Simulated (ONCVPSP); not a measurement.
**vanadium: excitation energies, all-electron against ONCV**

| Property | Result |
| --- | --- |
| Element | V |
| Generator | ONCVPSP 4.0.1 |
| Type | optimised norm-conserving Vanderbilt (ONCV) |
| Functional | PBE |
| Relativity | scalar-relativistic |
| Frozen core | [Ne] |
| Valence charge | 13 |
| Reference configuration | 3s2 3p6 3d3 4s1 4p1 |
| Partial waves | 3s+4s: rc 1.75 bohr, ncon 3, nbas 6, qcut 7.5 1/bohr, 2 projectors; 3p+4p: rc 2.05 bohr, ncon 4, nbas 7, qcut 8.5 1/bohr, 2 projectors; 3d: rc 1.50 bohr, ncon 4, nbas 9, qcut 10.7 1/bohr, 2 projectors, debl 3.9 Ha |
| Local potential | polynomial inside 0.95 bohr (lpopt 5, dvloc0 -1 Ha) |
| Core correction | Teter function fitted to the true core (icmod 2), fcfact 0.2 |

Energies are relative to the spin-unpolarised reference configuration 3s2 3p6 3d3 4s1 4p1; without spin polarisation the order of configurations can differ from experiment.

```csv
valence configuration,charge,ΔE all-electron (eV),error AE − PS (meV)
3s2 3p6 3d3 4s2 4p0,0,-3.347,0.0
3s2 3p6 3d3 4s1 4p0,+1,4.388,-0.3
3s2 3p6 3d3 4s0 4p0,+2,18.683,-1.4
```

(1) What are ΔE and the potential's error for 3s2 3p6 3d3.5 4s1.5 4p0?

Levels in the configuration 3s2 3p6 3d3.5 4s1.5 4p0:

```tsv
level	all-electron (eV)	pseudo (eV)
3s	-68.183	-68.170
3p	-42.074	-42.075
3d	-3.606	-3.609
4s	-4.241	-4.239
```

Answers

(1) ΔE = -3.293 eV all-electron; the error (AE − PS) is +0.6 meV.
